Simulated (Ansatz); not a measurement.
`[S][GeH3]` radical. Charge 0, multiplicity 2.

```
atom   x (Å)   y (Å)   z (Å)
  S1   1.067  -1.592   0.760
 Ge2  -0.087   0.118  -0.033
  H3   0.275   1.410   0.714
  H4   0.341   0.216  -1.507
  H5  -1.596  -0.152   0.066
```

List the harmonic frequencies (cm⁻¹, unscaled) at PBE0-D4/def2-TZVP in Ansatz. (An estimate is asked.)

Ansatz gave: 388, 404, 493, 817, 850, 879, 2146, 2158, 2159.

Is this a minimum?

Yes, all 9 modes are real.

Give the ideal-gas thermochemistry at 298.15 K and 1 bar (rigid rotor, harmonic oscillator; point group Cs, symmetry number 1).

Zero-point energy 61.6 kJ/mol; H(298) − E = 74.3 kJ/mol; entropy 281.9 J/(mol·K), of which translation 167.2, rotation 95.8, vibration 13.2, electronic 5.8; G(298) − E = -9.8 kJ/mol.

Rotational constants (cm⁻¹)?

2.634, 0.1455, 0.1455.
